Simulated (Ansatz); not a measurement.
**Worked example: the barrier**

An elementary step of BH2OF3, singlet (BF₃ ([F][B]([F])[F]) + H₂O → BHOF₂ ([OH][B]([F])[F]) + HF; bonds formed: F2–H5; dative contacts that become bonds: B1–O6; bonds broken: B1–F2, H5–O6). “Start” is the structure reached by relaxing down from the saddle towards the reactants; PBE0-D4/def2-TZVP structures. The saddle:

```
7
angstrom
B -0.1390 -0.5501 0.0843
F -1.0107 0.3826 -0.9670
F 0.1908 -1.6650 -0.5507
F -0.8155 -0.6339 1.2319
H -0.0731 0.9282 -0.7058
O 0.8843 0.5345 0.0352
H 0.9631 1.0034 0.8721
```

Computed with Ansatz 0.2.0 (basis: def2-TZVPP and def2-QZVPP); correlated methods freeze the cores.

Energies in eV:

| quantity | saddle | start |
| --- | --- | --- |
| Hartree–Fock, triple zeta (X = 3) | -10867.01982 | -10868.60145 |
| Hartree–Fock, quadruple zeta (X = 4) | -10867.49801 | -10869.08334 |
| MP2 correlation, X = 3 | -30.47292 | -29.99604 |
| MP2 correlation, X = 4 | -33.20419 | -32.73480 |
| CCSD(T) correlation, X = 3 | -31.49549 | -31.06473 |

Problem. Work out the barrier at the basis limit: extrapolate Hartree–Fock as E(X) = E∞ + A exp(−7.88 √X) and the MP2 correlation as E(X) = E∞ + B X^−2.97 (the exponents that Neese and Valeev fitted for def2-TZVPP and QZVPP), then add CCSD(T) − MP2 in triple zeta.

Solution. Each step is linear, so take the differences first (saddle − start): Hartree–Fock 1.58163 (X = 3) and 1.58533 (X = 4); MP2 correlation -0.47688 and -0.46939; CCSD(T) correlation -0.43076.
Two points give E∞ = E(4) + w [E(4) − E(3)], with w = 1/(exp(7.88 (2 − √3)) − 1) = 0.1377 for Hartree–Fock and w = 1/((4/3)^2.97 − 1) = 0.7407 for the correlation.
Hartree–Fock: 1.58533 + 0.1377 × 0.00370 = 1.5858 eV.
MP2 correlation: -0.46939 + 0.7407 × 0.00749 = -0.4638 eV.
CCSD(T) − MP2: -0.43076 − (-0.47688) = 0.0461 eV.
Sum: 1.5858 + (-0.4638) + 0.0461 = 1.1681 eV, or 26.94 kcal/mol. Plain CCSD(T) in triple zeta gives 1.1509 eV, so the larger basis shifts the result by 0.0172 eV.

The T1 diagnostic stays at or below 0.012.

The step is the kind of ligand exchange by which a precursor binds to a hydroxyl group, or is hydrolysed, in atomic layer deposition of oxides.

Labels in which every atom is bracketed show which atoms are joined, not bond orders.

For scale, one of the runs: CCSD(T)/def2-TZVPP, 183 basis functions, launched by `ansatz run in.yaml --threads 4 --pin off --events-out ev --progress --plain --max-ram 9574MiB`. The run took 45 s on 4 CPU threads of an Arm Neoverse V2 (shared host), with 2.1 GiB of host memory at its peak.
